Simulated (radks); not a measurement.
Q: Hf3+, configuration [Kr] 4d10 4f14 5s2 5p5 5d1 6s1 (not the ground configuration). All-electron calculation, scalar-relativistic Kohn-Sham, PBE, spin-polarised, spherical densities, finite nucleus; open shells are filled with parallel spins first (spin-orbit coupling, left out, can overturn this in heavy ions); Fermi nuclear charge, rms radius 5.347 fm. Program: a radial shooting solver on a logarithmic mesh with Libxc functionals. Some entries of the table are withheld. Estimate them.

orbital  occ.  eigenvalue (hartree)  r(max) (bohr)
1s up       1             -2399.728        0.01190
1s down     1             -2399.724        0.01190
2s up       1             -411.4589        0.06807
2s down     1             -411.4550        0.06807
2p up       3             -361.5186        0.05567
2p down     3             -361.5140        0.05567
3s up       1             -94.70417         0.1921
3s down     1             -94.70194         0.1921
3p up       3             -79.77775         0.1898
3p down     3             -79.77509         0.1898
3d up       5             -62.09138         0.1546
3d down     5             -62.08795         0.1546
4s up       1             -20.07057         0.4374
4s down     1             -20.06528         0.4374
4p up       3             -15.17383         0.4582
4p down     3             -15.16827         0.4583
4d up       5              -8.83992         0.4711
4d down     5              -8.83250         0.4711
5s up       1              -3.70091          1.013
5s down     1              -3.64152          1.010
5p up       3              -2.51793          1.149
5p down     2              -2.44790          1.144
4f up       7              -1.86174            (1)
4f down     7              -1.84362            (2)
5d up       1              -1.16488            (3)
5d down     0              -1.08457            (4)
6s up       1              -1.05861          2.456
6s down     0              -0.98274          2.458

A: 
(1) 4f up r(max) (bohr): 0.4549
(2) 4f down r(max) (bohr): 0.4545
(3) 5d up r(max) (bohr): 1.521
(4) 5d down r(max) (bohr): 1.513
